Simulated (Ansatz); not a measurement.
`C[NH][ZnH]` + `CNC` → `C[N](C)[ZnH]` + CH₃NH₂ at 298.15 K and 1 bar (ligand exchange at a Zn–N bond).

Program: Ansatz. Geometries: PBE0-D4/def2-TZVP. ΔE: electronic, gas phase. CCSD(T)/CBS adds triple-zeta CCSD(T) − MP2 to the extrapolated MP2 energy (def2 sets, frozen cores). For Zn outer-core shells are correlated without core-valence functions, which leaves a few kJ/mol of doubt a bond. Scalar relativity is left out up to krypton.

```csv
species,CCSD(T)/CBS energy (Eh),H − E (kJ/mol),S (J/(mol·K))
`C[NH][ZnH]`,-1874.12279,172.4,305.0
`CNC`,-135.00321,256.9,271.4
`C[N](C)[ZnH]`,-1913.37223,248.8,323.5
CH₃NH₂,-95.75281,180.0,240.4
```

H − E and S are ideal-gas, rigid-rotor, harmonic terms from PBE0-D4/def2-TZVP. 1 Eh = 2625.50 kJ/mol, R = 8.31446 J/(mol·K).

Task: By hand: ΔE, ΔH, ΔS and ΔG.

Result: ΔE = (-1913.37223) + (-95.75281) − (-1874.12279) − (-135.00321) = 0.00096 Eh = 2.5 kJ/mol. Δ(H − E) = 248.8 + 180.0 − 172.4 − 256.9 = -0.5, so ΔH = 2.0 kJ/mol. ΔS = 323.5 + 240.4 − 305.0 − 271.4 = -12.5 J/(mol·K). ΔG = 2.0 − 298.15 × (-12.5)/1000 = 5.7 kJ/mol.

Task: By hand: the equilibrium constant, and the temperature at which ΔG would vanish if ΔH and ΔS stayed fixed.

Result: log₁₀ K = −ΔG/(RT ln 10) = -1.0. ΔH and −TΔS have one sign here, so there is no such temperature. One of them is within its doubt of zero, so this could turn.

TΔS isn't small against ΔH here. The sign of ΔG lies within the doubt. A doubt of 5 kJ/mol in ΔE shifts log₁₀ K by 0.9 here. These are equilibria of isolated gas molecules and say nothing of rates. Largest T1 diagnostic: 0.015 (customary marks: 0.02 for closed shells, 0.045 for open ones).
